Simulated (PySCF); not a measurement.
Ge(H)2(F)(NH2) (FGeH4N), SMILES [NH2][GeH2][F].

Geometry: PBE0-D3(BJ)/def2-TZVP. Other conformers were not sampled.

The numbers are results of ωB97X/def2-TZVPD in PySCF, not measurements.

Symmetry labels are those of the subgroup Cs that the program uses (full group Cs).

Computed valence orbital energies around the gap with their symmetry:
```
orbital  symmetry  energy (eV)
-------  --------  -----------
HOMO−7         A'       -18.70
HOMO−6         A"       -16.61
HOMO−5         A'       -14.78
HOMO−4         A'       -14.25
HOMO−3         A"       -14.16
HOMO−2         A'       -12.77
HOMO−1         A"       -12.03
HOMO           A'       -10.62
LUMO           A'         1.82
LUMO+1         A'         2.33
LUMO+2         A'         2.49
LUMO+3         A'         3.10
```
